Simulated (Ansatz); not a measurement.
Compare A (`C=C(S)O[SiH3]`) with its isomer B (`COC([SiH3])=S`).

Calculated with Ansatz (gas phase, PBE0-D4/def2-TZVP geometries, no zero-point term in ΔE). CCSD(T)/CBS adds triple-zeta CCSD(T) − MP2 to the extrapolated MP2 energy (def2 sets, frozen cores). DFT in def2-TZVPP. B3LYP here is the variant with VWN-RPA as its local correlation; programs differ in this. One conformer a species, not always the lowest.

**Question.** Which is lower in electronic energy at CCSD(T)/CBS, and by how much? (Best estimate.)

**Answer.** Ansatz gave: A, by 27.3 kcal/mol.

**Question.** Give E(B) − E(A) in kcal/mol with CCSD/def2-TZVPP, r2SCAN-D4, BLYP-D4, CCSD(T)/def2-SVP, MP2/def2-TZVPP, B2PLYP, B3LYP-D4. (Best estimate.)

**Answer.** Ansatz gave: CCSD/def2-TZVPP 28.3, r2SCAN-D4 25.0, BLYP-D4 23.8, CCSD(T)/def2-SVP 23.6, MP2/def2-TZVPP 27.3, B2PLYP 26.0, B3LYP-D4 26.1. None reverses the order clearly.

**Question.** Does the order hold for the free energy at 298.15 K (harmonic terms from PBE0-D4)? (Best estimate.)

**Answer.** Computed: Yes: G(B) − G(A) = +28.3 kcal/mol, for one conformer each. Modes under 60 cm⁻¹, often nearly free rotors, make the harmonic entropy too high.

Largest T1 diagnostic: 0.017.

At CCSD(T), def2-SVP lies −3.7 kcal/mol from the extrapolated value and def2-TZVPP −0.7 kcal/mol. From BLYP to BHLYP (50 % exact exchange), in def2-TZVPP and without D4, E(B) − E(A) moves by +5.8 kcal/mol.
